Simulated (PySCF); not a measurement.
Löwdin shares of the frontier orbitals

C4H6OS2Si.
SMILES with atom numbers: `[CH2:1]=[CH:2][Si:3]1([OH:4])[S:5][CH:6]=[CH:7][S:8]1` (hydrogens: H9, H10 on C1; H11 on C2; H12 on O4; H13 on C6; H14 on C7)

Structure used (GFN2-xTB), in Å, numbered top down from 1:
```xyz
14
C4H6OS2Si angstrom
C     -2.9300    0.2329   -0.1210
C     -1.7602   -0.3547   -0.3129
Si    -0.1250    0.4140    0.1843
O     -0.4712    1.8523    0.8449
S      1.0433   -0.8465    1.4992
C      2.3898   -1.0757    0.4092
C      2.4841   -0.5035   -0.7864
S      1.2779    0.5692   -1.4559
H     -2.9965    1.2024    0.3407
H     -3.8590   -0.2284   -0.4163
H     -1.7305   -1.3307   -0.7817
H      0.1905    2.4536    1.1848
H      3.1554   -1.7259    0.7961
H      3.3309   -0.6594   -1.4323
```

Method used: TDDFT wB97X-D/def2-SVPD, vertical, gas phase, core orbitals frozen in the response in PySCF 2.14.0, density-fitted response routines.

Frontier orbitals with the atoms that hold most of them (Löwdin shares over 4%, at most four atoms; ? is withheld):

```
orbital  ε (eV)                            atoms
 LUMO+2    1.78  S8 22%, S5 22%, O4 16%, Si3 15%
 LUMO+1    1.38   S8 27%, S5 27%, Si3 17%, C6 5%
   LUMO       ?                                ?
   HOMO   -7.94                                ?
 HOMO-1   -9.70     S8 30%, S5 30%, C2 8%, C6 8%
 HOMO-2  -10.08   S5 21%, S8 21%, C1 18%, C2 18%
 HOMO-3  -10.74   S5 21%, S8 21%, C2 17%, C1 14%
```

(1) Give the leading atoms of the HOMO.

(2) Which atoms hold the LUMO, and with what shares?

(3) What is the LUMO energy, and the HOMO–LUMO gap?

Results:

(1) S5 (bonded to C and Si) 25%; S8 (bonded to C and Si) 25%; C7 (bonded to C, S and H) 20%; C6 (bonded to C, S and H) 20%. By element: sulfur 49%, carbon 39% or more.

(2) C1 (bonded to C and 2 H) 30%; C2 (bonded to C, Si and H) 24%; Si3 (bonded to C, O and 2 S) 11%; C6 (bonded to C, S and H) 6%. By element: carbon 60% or more, silicon 11%.

(3) ε(LUMO) = 0.87 eV; the gap is 8.81 eV (0.3238 hartree).

**Question.** How does S1 compare with the orbital gap of 8.81 eV?

**Answer.** S1 is at 4.72 eV (f = 0.0013), 4.09 eV below the gap, made of HOMO→LUMO+1 (84%). Its leading pair isn't HOMO and LUMO; the energies of that pair differ by 9.32 eV. Without the coupling terms of the response equations the lowest excitation would equal the gap.

**Question.** Give energy, strength and leading configuration of S1 and S2, and follow the Löwdin shares of the leading atoms from the occupied to the empty orbital.

**Answer.** 
- S1 (4.72 eV, f 0.0013), HOMO→LUMO+1 (84%): S5 25% → 27%, S8 25% → 27%
- S2 (4.90 eV, f 0.028), HOMO→LUMO (92%): S5 25% → at most 6%, S8 25% → at most 6%, C1 at most 12% → 30%, C2 at most 12% → 24%

Löwdin shares depend on the basis, the more so with diffuse functions.

One conformer stands for the species.
